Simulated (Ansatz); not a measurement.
# Ligand exchange: NaCl + GeH3I → NaI + GeH3Cl

Species: NaCl, singlet; GeH3I `[GeH3][I]`, singlet; NaI (Sodium Iodide), singlet; GeH3Cl (chlorogermane) `[Cl][GeH3]`, singlet. The partners trade Cl for I: Na–Cl and Ge–I bonds give way to Na–I and Ge–Cl.

Shapes, held fixed at every level: PBE0-D4/def2-TZVP. Programs: Ansatz 0.2.0. The zero-point and thermal change to 298 K, harmonic and unscaled (PBE0-D4/def2-TZVP), is +1.0 kJ/mol.

| level | kind | ΔH(298 K) (kJ/mol) | less CCSD(T)/def2-TZVPP |
| --- | --- | --- | --- |
| HF/def2-SVP | Hartree–Fock | -34.8 | -13.0 |
| HF/def2-TZVPP | Hartree–Fock | -34.5 | -12.7 |
| r2SCAN-D4/def2-TZVPP | meta-GGA | -19.5 | +2.3 |
| r2SCAN0-D4/def2-TZVPP | global hybrid | -22.0 | -0.2 |
| wB97X-V/def2-TZVPP | range-separated hybrid | -21.8 | 0.0 |
| CCSD/def2-SVP | coupled cluster or CI | -31.8 | -10.0 |
| CCSD/def2-TZVPP | coupled cluster or CI | -22.9 | -1.1 |
| CCSD(T)/def2-TZVPP | coupled cluster or CI | -21.8 | 0.0 |

The highest level, CCSD(T)/def2-TZVPP, gives ΔH(298 K) = -21.8 kJ/mol; the levels span -34.8 to -19.5. The column of differences is taken from that level and isn't an error. No measured value is set beside it here. For atoms past krypton def2 sets carry core potentials with scalar relativity. Relativity is left out for Ge. Outer-core shells of Ge, I, Na are correlated in most correlated rows, in sets that cover them unevenly.
